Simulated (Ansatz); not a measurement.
A nudged elastic band was laid between two geometries of H2O + H4O2Si (10 atoms, charge 0, multiplicity 1).

Computed with Ansatz, RKS r2SCAN-D4/def2-SVP.

```json
{
  "movable images": "5",
  "climbing image": "yes",
  "spring": "5.0 eV/Å²",
  "optimiser": "quadratic models (default)",
  "start path": "through a guess of the saddle point",
  "force threshold": "0.05 eV/Å",
  "iteration limit": "60",
  "end points": "relaxed"
}
```

First end point:

```xyz
10
Properties=species:S:1:pos:R:3
Si -0.324 -0.275 0.082
H -0.523 -0.299 1.544
O 1.322 -0.169 -0.245
H 1.647 -0.720 -0.967
O -1.206 0.998 -0.494
H -1.274 1.107 -1.449
H -0.771 -1.553 -0.561
O 1.426 2.003 1.438
H 1.773 1.439 0.728
H 1.572 1.454 2.220
```

Last end point:

```xyz
10
Properties=species:S:1:pos:R:3
Si 0.558 -0.350 -0.205
H -0.893 2.257 2.450
O 1.708 -0.385 -1.392
H 1.409 -0.106 -2.266
O -0.558 0.760 -0.735
H -1.341 0.896 -0.188
H -0.070 -1.662 0.068
O 1.286 0.063 1.223
H 1.944 0.768 1.167
H -0.402 1.746 2.174
```

Problem. What changes between the two ends?

Solution. Bonds broken: Si1–H2, O8–H10. Bonds formed: Si1–O8, H2–H10. H2O + H4O2Si becomes H2 + H4O3Si.

Problem. What energy profile does the band end with?

Solution. The forces met the threshold. The highest image is number 2 of 0 to 6, 125.2 kJ/mol above the first end and 208.6 kJ/mol above the last; the last end lies 83.4 kJ/mol below the first. Neighbouring images differ by up to 1.7 eV, so the band resolves the path poorly. A vibrational analysis at the climbing image gives 2 clearly imaginary modes (1025i, 41i cm⁻¹): a point of higher order. A lower path may pass nearby, or the ends, which weren't checked, may share the extra mode. The orbitals stay closed-shell, which can raise the energy where a bond breaks towards radicals; this wasn't checked here.

```json
{"image": "0", "path coordinate (Å)": "0.00", "energy (kJ/mol)": "0.0", "Si1–H2 (Å)": "1.48", "O8–H10 (Å)": "0.97", "Si1–O8 (Å)": "3.18"}
{"image": "1", "path coordinate (Å)": "1.70", "energy (kJ/mol)": "16.8", "Si1–H2 (Å)": "1.49", "O8–H10 (Å)": "0.97", "Si1–O8 (Å)": "3.00"}
{"image": "2", "path coordinate (Å)": "3.39", "energy (kJ/mol)": "125.2", "Si1–H2 (Å)": "1.76", "O8–H10 (Å)": "1.10", "Si1–O8 (Å)": "1.87"}
{"image": "3", "path coordinate (Å)": "4.45", "energy (kJ/mol)": "-42.8", "Si1–H2 (Å)": "2.52", "O8–H10 (Å)": "1.88", "Si1–O8 (Å)": "1.67"}
{"image": "4", "path coordinate (Å)": "5.51", "energy (kJ/mol)": "-77.5", "Si1–H2 (Å)": "3.21", "O8–H10 (Å)": "2.34", "Si1–O8 (Å)": "1.65"}
{"image": "5", "path coordinate (Å)": "6.56", "energy (kJ/mol)": "-82.8", "Si1–H2 (Å)": "3.79", "O8–H10 (Å)": "2.55", "Si1–O8 (Å)": "1.66"}
{"image": "6", "path coordinate (Å)": "7.62", "energy (kJ/mol)": "-83.4", "Si1–H2 (Å)": "3.99", "O8–H10 (Å)": "2.57", "Si1–O8 (Å)": "1.66"}
```

Problem. What is the geometry of the highest image?

Solution. 
```xyz
10
Properties=species:S:1:pos:R:3
Si 0.217 0.125 0.059
H -0.781 0.622 1.418
O 1.619 -0.049 -0.861
H 1.557 -0.740 -1.529
O -0.812 0.848 -1.027
H -1.651 1.123 -0.637
H -0.033 -1.287 0.481
O 1.185 1.265 1.175
H 2.074 0.991 1.458
H 0.266 1.089 1.759
```

Time of the run: 5.6 min on 2 threads of Arm Neoverse V1, with other jobs on the host, peak memory 0.15 GiB.
